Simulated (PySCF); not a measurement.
PbFCl, SMILES [F][Pb][Cl] (connectivity only; charge and spin as stated), neutral, multiplicity 1. The structure is a stationary point at r2SCAN-D4/def2-TZVP. The def2 effective core potentials stand for the cores of Pb; spin–orbit coupling is left out.

The numbers are results of PySCF with r2SCAN-D4/def2-TZVP, not measurements.

Harmonic wavenumbers (cm⁻¹): 132, 317, 533. Rotational constants (GHz): 7.355, 2.614, 1.929; symmetry number 1.

Q: Work out the zero-point energy and the ideal-gas rigid-rotor harmonic-oscillator thermochemistry at 298.15 K and 1 atm.

A: ZPE = ½ Σ hcν = ½ × 982 cm⁻¹ = 5.87 kJ/mol. H − E(el) = 19.14 kJ/mol. Entropy in J/(mol K): translation 178.18, rotation 111.14, vibration 20.18, total 309.50. G − E(el) = -73.14 kJ/mol. Cp = 53.09 J/(mol K). Modes under 150 cm⁻¹ make the vibrational entropy uncertain.
